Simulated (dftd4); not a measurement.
acetonitrile (C2H3N), singlet, geometry from GFN2-xTB; D4 for wb97x (dftd4).

Input for dftd4:
```
$ dftd4 mol.xyz --func wb97x --charge 0 --json dftd4.json --noedisp --property

# file mol.xyz
6

C     -0.01475717     0.01116275    -1.16276182
C      0.00347482    -0.00262846     0.27379184
N      0.01797420    -0.01359621     1.41624111
H     -0.00999740     1.04135020    -1.51688517
H      0.86504779    -0.50670455    -1.54285244
H     -0.91317570    -0.49067797    -1.52013028
```

The log (banner, timings and long lists left out):

```
                    ____  _____ _____     ____  _  _
      -------------|  _ \|  ___|_   _|---|  _ \| || |------------
     |             | | | | |_    | | ___ | | | | || |_           |
     |             | |_| |  _|   | ||___|| |_| |__   _|          |
     |             |____/|_|     |_|     |____/   |_|            |
     |             ===================================           |
     |            E. Caldeweyher, S. Ehlert & S. Grimme          |
     |          Mulliken Center for Theoretical Chemistry        |
     |                    University of Bonn                     |
      -----------------------------------------------------------

Rational (Becke-Johnson) damping: wb97x-D4-ATM
---------------------
  s6         1.0000
  s8         0.5093
  s9         1.0000
  a1         0.0662
  a2         5.4487
 alp        16.0000
--------------------

Atomic data, radii in Ångström:
------------------------------------------------------
   Z          R(cov)      r4/r2   hardness         EN
------------------------------------------------------
   6 C        1.0000     1.6431     0.4220     2.5500
   7 N        0.9467     1.4350     0.5044     3.0400
   1 H        0.4267     1.0622     0.4726     2.2000
------------------------------------------------------

Atomic reference systems (in atomic units):
----------------------------------------------------------------------------
   Z        #      CN     q+Z       C6(AA)   #      CN     q+Z       C6(AA)
----------------------------------------------------------------------------
   6 C      1  0.0000  6.0000      49.3833   2  0.9189  5.8288      52.1688
            3  1.9079  5.8579      35.6972   4  2.8312  5.7775      35.8445
            5  3.7487  5.7435      28.6317   6  2.9183  5.8956      32.2504
            7  0.8556  6.2103      25.6194
   7 N      1  0.0000  7.0000      25.3714   2  0.8583  6.6470      32.5496
            3  1.8399  6.6987      28.5877   4  2.5804  6.1757      42.3910
            5  0.9809  7.0000      18.1534
   1 H      1  0.0000  1.0000       7.6362   2  0.8942  1.0000       3.0374
----------------------------------------------------------------------------

Atomic properties (in atomic units):
----------------------------------------------------------------------------
     #    Z              CN          q      C6(AA)        C8(AA)   alpha(0)
----------------------------------------------------------------------------
     1    6 C        3.7535    -0.1619     26.5050      766.5703     7.4293
     2    6 C        1.8900     0.1395     28.1932      815.3963     8.5658
     3    7 N        0.9108    -0.3638     28.8576      636.6222     7.7759
     4    1 H        0.9246     0.1287      1.5447       18.6729     1.9436
     5    1 H        0.9246     0.1287      1.5447       18.6729     1.9436
     6    1 H        0.9246     0.1287      1.5447       18.6729     1.9436
----------------------------------------------------------------------------

Molecular properties (in atomic units):
----------------------------------------
 molecular C6                 381.4651
 molecular C8                8894.1958
----------------------------------------

Dispersion energy:      -4.6668825455283E-03 Eh

[Info] JSON dump of results written to 'dftd4.json'
```
